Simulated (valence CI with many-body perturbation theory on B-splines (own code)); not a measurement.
Values are calculated unless marked as measured or tabulated.
# Level structure of Dy⁶¹⁺

Level of theory: valence CI with perturbative core correlation (CI+MBPT): three valence electrons over a frozen Dirac-Fock core [He], radial functions for each j: 9 s, 9 p, 8 d, 6 f, 3 g, 1 h, with the one-electron correlation potential Σ1, the two-electron term Σ2, the three-electron term Σ3, Breit, model QED; selected CI, second order for the rest, scaled by the run's own slope (own B-spline code, finite nucleus).

No measured spectrum was set against this ion. As an estimate, large intervals hold to a few tenths of a per cent, small ones and those within an open d or f shell to about a per cent.

Levels 1 to 42 of 42, with energies above the lowest level, (2s^2 2p1/2) J=1/2. "Leading %" is the weight of the configuration and term that name the level; weights of strongly mixed levels are sums over their largest components and can fall short, so below about 35 % the name and the second component can differ from the true leading terms, or belong to a minority configuration. In the jj column 3d3/2^4 stands for four electrons in 3d with j = 3/2.

```csv
No.,Configuration,Term,J,E (× 10³ cm⁻¹),Leading %,Second component,g,Leading jj
1,2s2 2p,2P°,1/2,0.00,100,,0.627,2s^2 2p1/2 (100 %)
2,2s 2p2,4P,1/2,1804.6,52,31 % 2s 2p2 2S,2.070,2s 2p1/2^2 (99 %)
3,2s2 2p,2P°,3/2,7031.4,99,,1.305,2s^2 2p3/2 (99 %)
4,2s 2p2,4P,3/2,8294.2,90,7 % 2s 2p2 2D,1.631,2s 2p1/2 2p3/2 (100 %)
5,2s 2p2,2D,5/2,8599.0,62,38 % 2s 2p2 4P,1.321,2s 2p1/2 2p3/2 (100 %)
6,2s 2p2,2P,1/2,9101.1,69,30 % 2s 2p2 4P,1.257,2s 2p1/2 2p3/2 (99 %)
7,2s 2p2,2D,3/2,9115.8,62,36 % 2s 2p2 2P,0.974,2s 2p1/2 2p3/2 (100 %)
8,2p3,2P°,3/2,11005,48,27 % 2p3 2D°,1.326,2p1/2^2 2p3/2 (99 %)
9,2s 2p2,4P,5/2,15470,62,38 % 2s 2p2 2D,1.418,2s 2p3/2^2 (100 %)
10,2s 2p2,2S,1/2,16232,69,18 % 2s 2p2 4P,1.913,2s 2p3/2^2 (100 %)
11,2s 2p2,2P,3/2,16238,61,31 % 2s 2p2 2D,1.176,2s 2p3/2^2 (100 %)
12,2p3,4S°,3/2,17697,55,45 % 2p3 2D°,1.438,2p1/2 2p3/2^2 (100 %)
13,2p3,2D°,5/2,17875,100,,1.169,2p1/2 2p3/2^2 (100 %)
14,2p3,2P°,1/2,18273,100,,0.627,2p1/2 2p3/2^2 (100 %)
15,2p3,2P°,3/2,25041,52,28 % 2p3 2D°,1.288,2p3/2^3 (100 %)
16,2s2 3s,2S,1/2,65786,98,,1.986,2s^2 3s (98 %)
17,2s2 3p,2P°,1/2,66393,96,,0.664,2s^2 3p1/2 (96 %)
18,2s 2p 3s,4P°,1/2,66993,85,13 % 2s 2p 3s 2P°,2.357,2s 2p1/2 3s (98 %)
19,2s 2p 3s,4P°,3/2,67189,60,40 % 2s 2p 3s 2P°,1.541,2s 2p1/2 3s (99 %)
20,2s 2p 3s,2P°,1/2,67403,94,5 % 2s 2p 3s 4P°,0.714,2s 2p1/2 3s (99 %)
21,2s 2p 3p,4D,1/2,67505,72,20 % 2s 2p 3p 2P,0.266,2s 2p1/2 3p1/2 (100 %)
22,2s 2p 3p,4D,3/2,67711,40,32 % 2s 2p 3p 2D,1.099,2s 2p1/2 3p1/2 (99 %)
23,2s 2p 3p,4P,1/2,68016,46,30 % 2s 2p 3p 2S,1.935,2s 2p1/2 3p1/2 (99 %)
24,2s2 3p,2P°,3/2,68476,97,,1.324,2s^2 3p3/2 (97 %)
25,2s2 3d,2D,3/2,68897,98,,0.790,2s^2 3d3/2 (98 %)
26,2p2 3s,4P,1/2,69160,42,28 % 2p2 3s 2S,1.939,2p1/2^2 3s (91 %)
27,2s2 3d,2D,5/2,69461,96,,1.192,2s^2 3d5/2 (96 %)
28,2p2 3p,2P°,1/2,69659,43,37 % 2p2 3p 4D°,0.640,2p1/2^2 3p1/2 (94 %)
29,2s 2p 3p,4P,3/2,69667,31,27 % 2s 2p 3p 4D,1.393,2s 2p1/2 3p3/2 (100 %)
30,2s 2p 3p,4D,5/2,69903,43,37 % 2s 2p 3p 2D,1.320,2s 2p1/2 3p3/2 (97 %)
31,2s 2p 3p,2D,3/2,69925,43,23 % 2s 2p 3p 2P,1.244,2s 2p1/2 3p3/2 (99 %)
32,2s 2p 3p,2P,1/2,69986,41,18 % 2s 2p 3p 2S,1.368,2s 2p1/2 3p3/2 (92 %)
33,2s 2p 3d,4F°,3/2,69997,70,13 % 2s 2p 3d 2D°,0.566,2s 2p1/2 3d3/2 (100 %)
34,2s 2p 3d,4F°,5/2,70220,45,30 % 2s 2p 3d 2F°,1.013,2s 2p1/2 3d3/2 (98 %)
35,2s 2p 3d,2P°,3/2,70357,29,26 % 2s 2p 3d 4D°,1.178,2s 2p1/2 3d3/2 (98 %)
36,2s 2p 3d,4D°,1/2,70400,53,37 % 2s 2p 3d 2P°,0.435,2s 2p1/2 3d3/2 (96 %)
37,2s 2p 3d,4P°,5/2,70654,34,29 % 2s 2p 3d 4D°,1.310,2s 2p1/2 3d5/2 (99 %)
38,2s 2p 3d,2F°,7/2,70863,38,38 % 2s 2p 3d 4F°,1.228,2s 2p1/2 3d5/2 (100 %)
39,2s 2p 3d,2F°,5/2,70954,49,23 % 2s 2p 3d 2D°,1.069,2s 2p1/2 3d5/2 (98 %)
40,2s 2p 3d,2P°,3/2,70958,39,34 % 2s 2p 3d 2D°,1.103,2s 2p1/2 3d5/2 (96 %)
41,2p2 3p,2P°,3/2,71863,33,20 % 2p2 3p 4D°,1.322,2p1/2^2 3p3/2 (96 %)
42,2p2 3d,2D,3/2,72173,42,32 % 2p2 3d 4F,0.784,2p1/2^2 3d3/2 (98 %)
```

The ionisation energy to 2s2 1S_0 of the next ion comes out as 14489 eV (NIST: 14495 ± 12 eV (theoretical)). All 42 levels together are meant to be complete up to 72722 × 10³ cm⁻¹.
